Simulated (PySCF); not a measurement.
Stick spectrum of a doublet radical in fast tumbling, microwave frequency 9.433 GHz, simulated to first order from computed parameters.

Lines, field (mT) (relative intensity): 331.73 (1), 331.98 (1), 332.68 (1), 332.82 (1), 332.93 (1), 333.07 (1), 333.76 (1), 334.01 (1), 335.31 (2), 335.56 (2), 336.26 (2), 336.40 (2), 336.51 (2), 336.65 (2), 337.34 (2), 337.59 (2), 338.89 (1), 339.14 (1), 339.83 (1), 339.98 (1), 340.08 (1), 340.23 (1), 340.92 (1), 341.17 (1)

What is g?

The pattern is symmetric about 336.45 mT, so g = hν/(μB·B0) = 9433/(13.99624 × 336.45) = 2.0032, a shift of +0.8 × 10⁻³ from the free-electron value.

Take the pattern apart into splittings.

The first two lines at either end are about 0.25 mT apart, which is the smallest coupling, and their intensity ratio 1:1 counts the nuclei that share it. In full: a 1:2:1 triplet of 3.58 mT (100 MHz), from 2 nuclei of spin 1/2; a 1:1 doublet of 1.08 mT (30 MHz), from 1 nucleus of spin 1/2; a 1:1 doublet of 0.94 mT (26 MHz), from 1 nucleus of spin 1/2; a 1:1 doublet of 0.25 mT (7 MHz), from 1 nucleus of spin 1/2. Check: Σ 2nI·a is the distance from the first to the last line, 9.44 mT.

The radical has the formula C6H5O. Propose a structure, and say which nuclei carry the couplings.

The pattern alone needn't single out one isomer; the structure behind this simulation is `C#C[C]1C=COC1` [radical], numbered [CH:1]#[C:2][C:3]1[CH:4]=[CH:5][O:6][CH2:7]1 (hydrogens: H8 on C1; H9 on C4; H10 on C5; H11, H12 on C7). 3.58 mT: 1H at H11/H12 (2 bonds from C3; computed sign +); 1.08 mT: 1H at H10 (1 bond from C5; computed sign −); 0.94 mT: 1H at H8 (1 bond from C1; computed sign −); 0.25 mT: 1H at H9 (2 bonds from C5, on C4 of spin population -0.17; computed sign +). Largest spin populations (Mulliken): C3 (+0.50), C5 (+0.40), C1 (+0.35) and C4 (-0.17). Three atoms exceed +0.15. The positive populations add up to 1.43 and the negative ones to -0.43, together 2S = 1. The angles at C3 add up to 360.0°, so it is planar. Main spin sites, with 60 % or more of the largest population: C1, C3, C5; positions count bonds from the nearest.

Computed with UKS B3LYP, pcH-1 on C H O, non-relativistic, mean-field spin-orbit, GIAO in PySCF 2.14.0. Geometry: GFN2-xTB; no solvent, vibrations or thermal averaging. The geometry wasn't refined by DFT: couplings that depend on bond lengths, twists or pyramidal angles can differ widely from those at the functional's own minimum. The SCF solution wasn't tested for stability. ⟨S²⟩ is 0.774 where a pure state has 0.75.

Nuclei that the bonding pattern makes equivalent are averaged, as if the motion that swaps them (rotation, inversion, ring flip) were fast.

First-order positions only. To second order lines move to lower field by a²/(2B0)·[J(J+1) − M²], with J the total spin of the equivalent nuclei and M its projection: up to 0.04 mT for the 3.58 mT coupling at this field, and inner lines split by J.

Rare isotopes and splittings under 0.04 mT were left out of the simulation.
